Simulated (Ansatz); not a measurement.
GaO, SMILES [O]=[Ga], multiplicity 2.

Geometry: PBE0-D3(BJ)/def2-TZVPD.

Two levels are set side by side: PBE/def2-TZVPD (Ansatz, a quantum-chemistry and plane-wave program) and PBE0/def2-TZVPD (Ansatz). Energy differences of separate SCF runs at the same geometry; the states with an electron removed or added have multiplicity 3 and 1. Differences are taken from unrounded values.

```tsv
quantity	PBE0
vertical ionisation energy (eV)	9.98
vertical electron affinity (eV)	2.42
```

Question: What does PBE give, and how far is it from PBE0? (An estimate is asked for; the answer gives what the named calculation found.)

Answer: 
```json
[
 {"quantity": "vertical ionisation energy (eV)", "PBE": "10.38", "PBE minus PBE0": "0.40"},
 {"quantity": "vertical electron affinity (eV)", "PBE": "2.46", "PBE minus PBE0": "0.04"}
]
```
